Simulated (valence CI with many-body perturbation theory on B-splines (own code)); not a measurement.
## Basis-set convergence for Sn¹⁸⁺

Calculated by relativistic CI+MBPT: four valence electrons over a frozen Dirac-Fock core [Ar] 3d10, radial functions for each j: 9 s, 9 p, 8 d, 6 f, 3 g, 1 h, with the one-electron correlation potential Σ1 (screened to all orders), the two-electron term Σ2, the three-electron term Σ3, Breit, model QED; selected single and double excitations, second order for the rest, scaled by the run's own slope (own B-spline code, finite nucleus).

No measured levels were compared; by estimate levels hold to about 250 cm⁻¹ or 0.2 % of their energy and the worst to 1 %, as in measured heavy ions of charge 2 to 7; those with d or f electrons hold less well.

The reference run has the lowest level (4s^2 4p1/2^2) J=0 and an ionisation energy of 507.330 eV. Its largest variational space holds 19995 state functions.

Levels are named by their leading jj configuration (3d3/2^4 stands for four electrons in 3d with j = 3/2), which in mixed levels can hold well under half, so a name can repeat and another be missing. Letters in brackets count levels of one name in rising energy.

Changed runs:
A. basis 6 s, 6 p, 5 d, 3 f, 1 g
B. basis 5 s, 5 p, 4 d, 2 f

Excitation energies of the reference run in cm⁻¹, and shifts in cm⁻¹:

```tsv
Level	Reference	A	B
(4s^2 4p1/2 4p3/2) J=1	67678	-56	-168
(4s^2 4p1/2 4p3/2) J=2	84287	+18	+107
(4s^2 4p3/2^2) J=2	165199	+5.1	+97
(4s^2 4p3/2^2) J=0	207030	+119	+522
(4s 4p1/2^2 4p3/2) J=2	387139	-214	-659
(4s 4p1/2^2 4p3/2) J=1	452400	-4.3	+87
(4s 4p1/2 4p3/2^2) J=2 [a]	469595	-82	-170
(4s 4p1/2 4p3/2^2) J=3	493645	-56	-78
(4s 4p1/2 4p3/2^2) J=0	529811	+32	+259
(4s 4p1/2 4p3/2^2) J=1 [a]	539814	+15	+190
(4s 4p1/2 4p3/2^2) J=2 [b]	546355	-0.9	+107
(4s 4p1/2 4p3/2^2) J=1 [b]	590196	+139	+577
Ionisation energy (eV)	507.330	-0.029	-0.092
```
